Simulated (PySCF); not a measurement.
# How methods differ on the excitation energy of Mn

Mn [Ar] 3d5 4s2 (6S) → Mn [Ar] 3d5 4s1 4p1 (8P), as a difference of total energies. Calculation: PySCF 2.14, in aug-cc-pVTZ (8s7p5d3f2g, 93 functions); the non-relativistic Hamiltonian (point nucleus). Correlated levels: valence: [Ar] frozen. The calculations carry no spin-orbit coupling.

```
           method  excitation energy (eV)  difference from reference (eV)
              UHF                   1.082                          -1.221
              LDA                   2.321                          +0.018
              PBE                   2.096                          -0.207
             PBE0                   1.952                          -0.351
           r2SCAN                   1.742                          -0.561
             BLYP                   2.605                          +0.302
            B3LYP                   2.480                          +0.177
           PBEsol                   2.057                          -0.246
            TPSSh                   1.978                          -0.325
    MP2 (valence)                   1.911                          -0.392
SCS-MP2 (valence)                   2.249                          -0.054
```

Reference: 2.303 eV (measured; NIST levels, between the centres of gravity of the two terms).

These non-relativistic numbers lack the scalar-relativistic shift.

Errors of the correlated levels include the incompleteness of this basis and the frozen core.
